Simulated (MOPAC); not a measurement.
MOPAC input (PM6):

```
PM6 1SCF CHARGE=-1 GEO-OK AUX(PRECISION=9) THREADS=1
H4PSi

Si   -1.18640443 1   -0.20778271 1    0.29922108 1
P     1.10210299 1    0.18323999 1   -0.27539270 1
H    -1.66743176 1    0.52361770 1   -0.97018141 1
H    -1.23077553 1    1.07940623 1    1.14709630 1
H     1.28795047 1   -0.97616809 1   -1.08835501 1
H     1.68837388 1   -0.46649774 1    0.85323543 1
```

Output:

```
 *******************************************************************************
 **                                                                           **
 **                              MOPAC v23.2.5                                **
 **                                                                           **
 *******************************************************************************
 ** MOPAC's Digital Object Identifier: https://doi.org/10.5281/zenodo.6511958 **
 **                                                                           **
 ** Please cite the open-source release paper for use of this MOPAC version:  **
 ** J. E. Moussa and J. J. P. Stewart (2026)                                  **
 ** MOPAC: An open-source semiempirical molecular orbital program             **
 ** J. Open Source Softw., 11(119), 8025, https://doi.org/10.21105/joss.08025 **
 *******************************************************************************

                              PM6 CALCULATION RESULTS

 *******************************************************************************
 *  PM6        - The PM6 Hamiltonian to be used
 *  GEO-OK     - OVERRIDE INTERATOMIC DISTANCE AND OTHER SAFETY CHECKS
 *
 *
 *
 *                 CHARGE ON SYSTEM = -1
 *
 *
 *
 *  1SCF       - DO 1 SCF AND THEN STOP
 *  AUX        - OUTPUT AUXILIARY INFORMATION
 *******************************************************************************
PM6 1SCF CHARGE=-1 GEO-OK AUX(PRECISION=9) THREADS=1
 H4PSi

   ATOM   CHEMICAL          X               Y               Z
  NUMBER   SYMBOL      (ANGSTROMS)     (ANGSTROMS)     (ANGSTROMS)

     1      Si         -1.18640443  *  -0.20778271  *   0.29922108  *
     2       P          1.10210299  *   0.18323999  *  -0.27539270  *
     3       H         -1.66743176  *   0.52361770  *  -0.97018141  *
     4       H         -1.23077553  *   1.07940623  *   1.14709630  *
     5       H          1.28795047  *  -0.97616809  *  -1.08835501  *
     6       H          1.68837388  *  -0.46649774  *   0.85323543  *

          CARTESIAN COORDINATES

    NO.       ATOM           X           Y           Z

     1        Si         -1.1864     -0.2078      0.2992
     2         P          1.1021      0.1832     -0.2754
     3         H         -1.6674      0.5236     -0.9702
     4         H         -1.2308      1.0794      1.1471
     5         H          1.2880     -0.9762     -1.0884
     6         H          1.6884     -0.4665      0.8532

 General Reference for PM6:
 "Optimization of Parameters for Semiempirical Methods V: Modification of NDDO Approximations
 and Application to 70 Elements", J. J. P. Stewart, J. Mol. Mod., 13, 1173-1213 (2007)
 URL: https://link.springer.com/article/10.1007/s00894-007-0233-4

           Empirical Formula: H4 Si P  =     6 atoms

      MOLECULAR POINT GROUP   :   Cs

      RHF CALCULATION, NO. OF DOUBLY OCCUPIED LEVELS = 7

 -------------------------------------------------------------------------------
 PM6 1SCF CHARGE=-1 GEO-OK AUX(PRECISION=9) THREADS=1
 H4PSi

     1SCF WAS SPECIFIED, SO BFGS WAS NOT USED
     SCF FIELD WAS ACHIEVED

                              PM6 CALCULATION
                                                       MOPAC v23.2.5 Linux

          FINAL HEAT OF FORMATION =        -90.19161 KCAL/MOL =    -377.36169 KJ/MOL

          COSMO AREA              =        105.76 SQUARE ANGSTROMS
          COSMO VOLUME            =         93.67 CUBIC ANGSTROMS

          IONIZATION POTENTIAL    =          2.846334 EV
          HOMO LUMO ENERGIES (EV) =         -2.846  4.603
          NO. OF FILLED LEVELS    =          7
          MOLECULAR WEIGHT        =         63.0909         POINT GROUP:  Cs

          MOLECULAR DIMENSIONS (Angstroms)

            Atom       Atom       Distance
            H     6    H     3     3.94545
            H     5    H     4     3.59526
           Si     1    P     2     1.47360

          SCF CALCULATIONS        =          1

   ATOM   CHEMICAL          X               Y               Z
  NUMBER   SYMBOL      (ANGSTROMS)     (ANGSTROMS)     (ANGSTROMS)

     1      Si         -1.18640443  *  -0.20778271  *   0.29922108  *
     2       P          1.10210299  *   0.18323999  *  -0.27539270  *
     3       H         -1.66743176  *   0.52361770  *  -0.97018141  *
     4       H         -1.23077553  *   1.07940623  *   1.14709630  *
     5       H          1.28795047  *  -0.97616809  *  -1.08835501  *
     6       H          1.68837388  *  -0.46649774  *   0.85323543  *

                             CARTESIAN COORDINATES

   1   Si       -1.186404430    -0.207782710     0.299221080
   2    P        1.102102990     0.183239990    -0.275392700
   3    H       -1.667431760     0.523617700    -0.970181410
   4    H       -1.230775530     1.079406230     1.147096300
   5    H        1.287950470    -0.976168090    -1.088355010
   6    H        1.688373880    -0.466497740     0.853235430

           Empirical Formula: H4 Si P  =     6 atoms

      MOLECULAR POINT GROUP   :   Cs

                  EIGENVALUES
 -17.39617 -13.85957  -9.91081  -6.86349  -6.44440  -5.61764  -2.84633   4.60345
   5.22595   6.72542   7.53844   7.76189   7.89008   8.49703   9.08363   9.38612
   9.79689 141.78529 142.10913 142.26381 142.32171 142.50019

              NET ATOMIC CHARGES AND DIPOLE CONTRIBUTIONS

  ATOM NO.   TYPE          CHARGE      No. of ELECS.   s-Pop       p-Pop       d-Pop
    1         Si          -0.925303        4.9253     1.70776     2.99780     0.21974
    2          P          -0.186071        5.1861     1.62798     3.54568     0.01241
    3          H           0.036284        0.9637     0.96372
    4          H           0.036284        0.9637     0.96372
    5          H           0.019403        0.9806     0.98060
    6          H           0.019403        0.9806     0.98060
 DIPOLE           X         Y         Z       TOTAL
 POINT-CHG.     4.128     0.905    -1.089     4.364
 HYBRID        -0.206    -0.561     0.190     0.627
 SUM            3.922     0.344    -0.899     4.039

          ATOMIC ORBITAL ELECTRON POPULATIONS

     Atom    s        px        py        pz      x^2-y^2     xz        z^2       yz        xy
    1 Si   1.70776   0.77985   1.31086   0.90708   0.05779   0.02939   0.03190   0.08523   0.01542
    2  P   1.62798   1.17620   1.32866   1.04081   0.00297   0.00275   0.00121   0.00353   0.00195
    3  H   0.96372
    4  H   0.96372
    5  H   0.98060
    6  H   0.98060

 **********************
 *                    *
 * JOB ENDED NORMALLY *
 *                    *
 **********************

 == MOPAC DONE ==
```

The dipole moment of an ion depends on the origin.
